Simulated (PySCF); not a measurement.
A structure optimised at PBE0-D3(BJ)/def2-SVP, used in a PySCF frequency run:

```xyz
6

O      0.0000     0.0000    -3.3271
C      0.0000     0.0000    -2.1775
B      0.0000     0.0000    -0.7317
B      0.0000     0.0000     0.7317
C      0.0000     0.0000     2.1775
O      0.0000     0.0000     3.3271
```

Q: Write its SMILES, formula and point group.

A: [O+]#C[B-]#[B-]C#[O+], C₂B₂O₂, D∞h

Q: What are its rotational constants (standard atomic weights)?

A: 1.0536 GHz (linear rotor, B only)
